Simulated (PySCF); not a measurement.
**NMR data sheet: C7H15NSi**

- Formula: C7H15NSi
- SMILES: C/C(CN(C)C)=C1\C[SiH2]1
- Point group of the computed structure: C1
- Degrees of unsaturation: 2
- Carbon signals: 6
- Proton signals: 5

Atoms are numbered as in `[CH3:1]/[C:2]([CH2:3][N:4]([CH3:5])[CH3:6])=[C:7]1\[CH2:8][SiH2:9]1`. Each H is labelled by its parent atom.

Theory: shieldings: GIAO PBE0/pcSseg-1, GFN2-xTB geometry, in PySCF (no solvent, one conformer, non-relativistic Hamiltonian, one averaged value for each set of equivalent atoms).

References, each an isolated molecule treated in the same way: ¹H (σ = 31.72 ppm), ¹³C (σ = 186.93 ppm), ²⁹Si (σ = 349.16 ppm) against TMS; NH3 for ¹⁵N (σ = 267.73 ppm).

| carbon | δC, type | δH (multiplicity) | HMBC from (2–3 bonds) | span of the C tensor (ppm) |
| --- | --- | --- | --- | --- |
| C1 | 22.6, CH3 | 2.22 (s) | H(C3) | 35 |
| C2 | 155.5, C | – | H(Si9), H(C3), H(C1), H(C8) | 236 |
| C3 | 73.4, CH2 | 2.96 (s) | H(C1), H(C5)/H(C6) | 53 |
| C5/C6 | 46.4, CH3 | 2.18 (s) | H(C3), H(C5)/H(C6) | 71 |
| C7 | 129.4, C | – | H(Si9), H(C3), H(C1), H(C8) | 183 |
| C8 | -0.6, CH2 | 1.12 (m) | H(Si9) | 68 |

Other nuclei:
```csv
atoms,nucleus,environment,δ (ppm),σ (ppm)
H(Si9),¹H,"hydrogen on a silicon bonded to 2 C, in a 3-membered ring",3.21,28.51
Si9,²⁹Si,"silicon bonded to 2 C, 2 H, in a 3-membered ring",-145.8,495.0
N4,¹⁵N,amine nitrogen,46.2,221.5
```

Carbon types of the structure: 2 × C, 2 × CH2, 3 × CH3, leaving 2 H on heteroatoms. δC 155.5, 129.4: fully substituted alkene carbon; an sp2 carbon of a C=C bond. δC 73.4: allylic sp3 CH2 bonded to N; the inductive effect lowers its shielding. δC 22.6: allylic methyl carbon; saturated and bonded to C and H only. δC -0.6: three-membered-ring carbon; carbons of three-membered rings are unusually shielded. δH 2.22: hydrogen on an allylic methyl carbon; allylic position.

Shifts are as computed. Against solution values, carbons near 30 ppm lie about +3 ppm off and those near 130 ppm about +5 ppm. Of 1309 compounds with measured shifts, 239 miss one by over three times the rms of a fit or turn the order of signals round; such compounds aren't used in these exercises. Experimental scales use liquid or dissolved standards, which lie at an offset from isolated NH3 (liquid NH3: subtract about 20 ppm). Multiplicities follow the n + 1 count of equivalent neighbours, as no J values were calculated; m marks all less simple cases, F and P coupling included.
